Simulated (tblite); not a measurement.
C4H8FO2Si (doublet state).
SMILES with atom numbers: `[CH2:1]=[C:2]([F:3])[C@H:4]([O:5])[CH2:6][SiH2:7][OH:8]` (hydrogens: H9, H10 on C1; H11 on C4; H12, H13 on C6; H14, H15 on Si7; H16 on O8)

The geometry is computed with GFN2-xTB (gas phase). This method treats the open shell by occupation alone, without spin polarisation.

**Question.** List the bond lengths, angles and torsions at this level.

**Answer.** 
```
   bond  length (Å)   order
  C1=C2       1.319  double
  C2–F3       1.350  single
  C2–C4       1.515  single
  C4–O5       1.317  single
  C4–C6       1.569  single
 C6–Si7       1.910  single
 Si7–O8       1.619  single
  C1–H9       1.073  single
 C1–H10       1.076  single
 C4–H11       1.110  single
 C6–H12       1.089  single
 C6–H13       1.089  single
Si7–H14       1.460  single
Si7–H15       1.464  single
 O8–H16       0.953  single
```

Orders are formal, as drawn. A selection of angles:
```
     angle  degrees
  C1–C2–F3    119.9
  C1–C2–C4    125.6
  F3–C2–C4    114.4
  C2–C4–O5    115.6
  C2–C4–C6    109.6
  O5–C4–C6    101.4
 C4–C6–Si7    111.2
 C6–Si7–O8    100.6
H16–O8–Si7    124.2
```

Torsions: C1–C2–C4–O5 -111° (anticlinal); C2–C4–C6–Si7 -56° (synclinal); C4–C6–Si7–O8 -158° (antiperiplanar); H16–O8–Si7–C6 -178° (antiperiplanar).

The 3 C–C bonds span 1.319 Å (C1=C2, drawn double) to 1.569 Å (C4–C6, drawn single), a spread of 0.250 Å. Of the pairs four or more bonds apart, F3···H12 is among the closest relative to their van der Waals radii: 2.56 Å, 96 % of the sum of Bondi's values. C2 (carbon bonded to 2 C and F) is planar (angles 125.6°, 119.9° and 114.4°, sum 360.0°, 0.01 Å off the plane of its three neighbours). Si7 (silicon bonded to C, O and 2 H) is distorted tetrahedral (angles from 100.6° to 111.8°). C1 (carbon bonded to C and 2 H) is planar (angles 121.4°, 120.7° and 117.9°, sum 360.0°, 0.01 Å off the plane of its three neighbours).

Point group: C1 (no symmetry element, even within 0.4 Å). Its GFN2-xTB frequencies are all real (lowest 29 cm⁻¹). Torsions: C1–C2–C4–O5 -111°, C2–C4–C6–Si7 -56°, C4–C6–Si7–O8 -158°, C6–Si7–O8–H -178°.

Hardware: one thread, Arm Neoverse V2 (aarch64), shared host with 96 logical CPUs at a one-minute load of 76. Cost: 0.52 s of wall time. These figures are those of the optimisation.

One conformer stands for the species.
